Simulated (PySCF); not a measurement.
Ionising TlS

PBE0; PySCF, scalar-relativistic core potentials, basis sets Tl cc-pVDZ-PP with ECP60, S cc-pV(D+d)Z. Neutral (UKS): doublet (π ↑), Re = 2.614 Å, ωe = 267 cm⁻¹, De = 2.97 eV, HOMO -6.19 eV, LUMO -3.66 eV.

TlS⁺ (UKS): triplet (π ↑↑), Re = 3.207 Å, ωe = 117 cm⁻¹. The energies at the minima are -570.57078 hartree for TlS and -570.28116 for TlS⁺.

Task: Work out the adiabatic ionisation energy, without and with harmonic zero-point energies (1 hartree = 27.2114 eV, 1 eV = 8065.5 cm⁻¹), and the change of the bond length.

Result: At PBE0: 0.28962 hartree = 7.881 eV between the minima; the zero-point term (117.0 − 267.0)/2 cm⁻¹ = -0.009 eV makes it 7.872 eV. Re changes by +59.3 pm against the neutral. The electron leaves a π orbital, and the ion is left as a loose complex of an ion and an atom.

These are scalar-relativistic numbers at best; spin–orbit coupling would shift them, the dissociation energy most. States were picked by a PBE0 search and need not be the measured ground states.
